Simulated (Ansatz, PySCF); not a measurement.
Complex: GeH4 (SMILES [GeH4]) (first 5 atoms) with CH6Si (SMILES C[SiH3]); geometry from B3LYP-D3(BJ)/def2-TZVP.
(charge 0, multiplicity 1):
```xyz
13

Ge     0.187    -0.150     0.205
H      0.703    -1.195     1.205
H      0.869    -0.358    -1.155
H      0.497     1.258     0.732
H     -1.333    -0.312     0.045
C     -1.280     0.331     3.910
Si     0.471    -0.069     4.452
H     -1.443     1.410     3.885
H     -2.006    -0.104     4.600
H     -1.488    -0.065     2.914
H      1.461     0.586     3.565
H      0.708    -1.533     4.416
H      0.701     0.407     5.838
```

Basis-set superposition error: the interaction energy with monomers in their own basis, and in the dimer's basis (counterpoise).

Run with Ansatz (a first-principles code) with Gaussian orbitals; PySCF for 6-31G* rows. Each number belongs to the level named beside it.

```tsv
level	uncorrected (meV)	counterpoise (meV)	difference
HF/6-31G*	45.8	57.2	11.5
BLYP/def2-TZVPPD	62.6	68.0	5.4
r2SCAN/def2-TZVPPD	-22.5	-17.0	5.5
B97M-V/def2-TZVPPD	-49.9	-44.4	5.5
B3LYP/6-31G*	31.8	47.8	16.0
B3LYP/def2-TZVPPD	38.8	44.1	5.3
PBE0/def2-TZVPPD	-1.9	2.9	4.9
wB97M-V/def2-TZVPPD	-55.7	-49.3	6.4
B2PLYP/def2-TZVPPD	2.4	11.5	9.1
MP2/def2-SVPD	-76.1	-27.0	49.1
```

The error is largest for MP2/def2-SVPD (49.1 meV) and smallest for PBE0/def2-TZVPPD (4.9 meV).
